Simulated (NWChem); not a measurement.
System meant: LaCl₃; SMILES [La]([Cl])([Cl])[Cl]

Input file for NWChem:

```
start job
memory heap 200 mb stack 900 mb global 1100 mb
geometry units angstroms noautoz
  La     0.000000     0.000000    -0.024270
  Cl    -0.358500    -2.520248     0.535381
  Cl    -2.003348     1.570594     0.535381
  Cl     2.361849     0.949654     0.535381
end
basis spherical
  * library def2-svp
end
ecp
  La library def2-ecp
end
dft
  odft
  mult 2
  xc b3lyp
  iterations 150
  mulliken
end
task dft energy
```

End of the output:

```
 Summary of "ao basis" -> "" (spherical)
 ------------------------------------------------------------------------------
       Tag                 Description            Shells   Functions and Types
 ---------------- ------------------------------  ------  ---------------------
 *                          def2-svp                  on all atoms

                                 NWChem DFT Module
                                 -----------------

 Summary of "ao basis" -> "ao basis" (spherical)
 ------------------------------------------------------------------------------
       Tag                 Description            Shells   Functions and Types
 ---------------- ------------------------------  ------  ---------------------
 La                         def2-svp                12       32   6s3p2d1f
 Cl                         def2-svp                 8       18   4s3p1d

 Summary of "ao basis" -> "ao basis" (spherical)
 ------------------------------------------------------------------------------
       Tag                 Description            Shells   Functions and Types
 ---------------- ------------------------------  ------  ---------------------
 La                         def2-svp                12       32   6s3p2d1f
 Cl                         def2-svp                 8       18   4s3p1d

      Symmetry analysis of basis
      --------------------------

        a          32
        e+         27
        e-         27

  Rotation of axis
  number of electrons :                   62
  multiplicity        :                    2
 ------------------------------------------------------------------------
  no. of electrons and multiplicity not compatible                  62
 ------------------------------------------------------------------------
 ------------------------------------------------------------------------
  current input line :
    22: task dft energy
 ------------------------------------------------------------------------
 ------------------------------------------------------------------------
 There is an error in the input file
 ------------------------------------------------------------------------
 For more information see the NWChem manual at https://nwchemgit.github.io

0: no. of electrons and multiplicity not compatible:Received an Error in Communication
```

**Question.** Find the fault in this run and fix the input.

**Answer.** The program refused the input. Cause: the multiplicity doesn't fit the number of electrons (an even count wants an odd multiplicity, and the reverse). This input runs:
```
start job
memory heap 200 mb stack 900 mb global 1100 mb
geometry units angstroms noautoz
  La     0.000000     0.000000    -0.024270
  Cl    -0.358500    -2.520248     0.535381
  Cl    -2.003348     1.570594     0.535381
  Cl     2.361849     0.949654     0.535381
end
basis spherical
  * library def2-svp
end
ecp
  La library def2-ecp
end
dft
  xc b3lyp
  iterations 150
  mulliken
end
task dft energy
```
It converges to -1412.07440 Ha (B3LYP/def2-SVP with def2 effective core potentials on La).
